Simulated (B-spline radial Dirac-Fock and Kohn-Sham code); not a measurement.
# Dipole and non-dipole photoemission parameters of Al³⁺ 2p1/2

System: Al³⁺ in the configuration [He] 2s2 2p6; threshold 117.1 eV (orbital energy of the model). Model: Dirac-Hartree-Slater photoionisation with a Latter tail; cross sections with all multipoles, angular parameters from the dipole term and its interference with E2. Program: a B-spline atomic structure program.

For linearly polarised light dσ/dΩ = σ/(4π) [1 + β P₂(cos θ) + (δ + γ cos²θ) sin θ cos φ], with θ from the polarisation vector and φ the angle between the beam and the projection of the electron momentum on the plane normal to the polarisation.

```
hν (eV)    σ (kb)      β       γ      δ
    129      1550  1.078  -0.014  0.011
    200       729  1.437   0.064  0.013
    277       341  1.484   0.129  0.014
    283       323  1.484   0.134  0.015
    426       110  1.442   0.236  0.020
    680      28.8  1.303   0.362  0.030
    713      25.0  1.284   0.375  0.031
   1000      8.81  1.143   0.465  0.045
 1253.6      4.30  1.040   0.522  0.057
   1790      1.34  0.870   0.612  0.081
   2000     0.919  0.817   0.639  0.090
   2160     0.707  0.781   0.657  0.097
   2670     0.340  0.684   0.702  0.119
   3060     0.210  0.625   0.730  0.135
   3380     0.148  0.584   0.750  0.147
   3420         ?      ?       ?      ?
   4800    0.0416  0.457   0.824  0.196
   7370   0.00847  0.330   0.942  0.268
 9251.7   0.00356  0.269   1.011  0.313
  13500  0.000820  0.182   1.120  0.401
  15000  0.000542  0.162   1.152  0.427
```

Q: Give the values at 3420 eV.

A: σ = 0.142 kb, β = 0.579, γ = 0.752, δ = 0.148.

Values without a named source are computed, but for edge energies of neutral atoms, which are taken from tables.
